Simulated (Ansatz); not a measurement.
`C=C[N]([GeH3])[SiH2]Cl` + `C[SeH]` → `C[Se][SiH2]Cl` + `C=C[NH][GeH3]`  (ligand exchange at the Si–N bond)

Program: Ansatz. Geometries: PBE0-D4/def2-TZVP. ΔE: electronic, gas phase. CCSD(T)/CBS adds triple-zeta CCSD(T) − MP2 to the extrapolated MP2 energy (def2 sets, frozen cores). DFT in def2-TZVPP. B3LYP here is the variant with VWN-RPA as its local correlation; programs differ in this. For Ge, Se outer-core shells are correlated without core-valence functions, which leaves a few kJ/mol of doubt a bond. Scalar relativity is left out up to krypton. One conformer a species, not always the lowest.

| level | ΔE (kJ/mol) |
| --- | --- |
| PBE-D4 | -6.0 |
| B3LYP-D4 | 4.4 |
| B2PLYP | 2.9 |
| PBE | -11.1 |
| PBE0 | -8.1 |
| SCS-MP2/def2-TZVPP | 11.0 |
| CCSD/def2-TZVPP | 10.9 |
| CCSD/CBS(def2) | 6.3 |

What does CCSD(T)/CBS give? (Best estimate.)

Computed: +7.1 kJ/mol. The listed levels differ from it by -13.1, -2.7, -4.2, -18.2, -15.2, 3.9, 3.8, -0.8 kJ/mol.

Largest T1 diagnostic among the species: 0.012.

In def2-TZVPP, CCSD(T) changes the Hartree–Fock value by +10.2 kJ/mol (the triples alone add +0.9 kJ/mol) and MP2 by +8.7 kJ/mol. The D4 term adds +7.9 kJ/mol with B3LYP and +4.6 kJ/mol with PBE0; it sums over pairs of atoms, weighted by their polarisabilities, and B3LYP, whose exchange is more repulsive, gets the larger term.
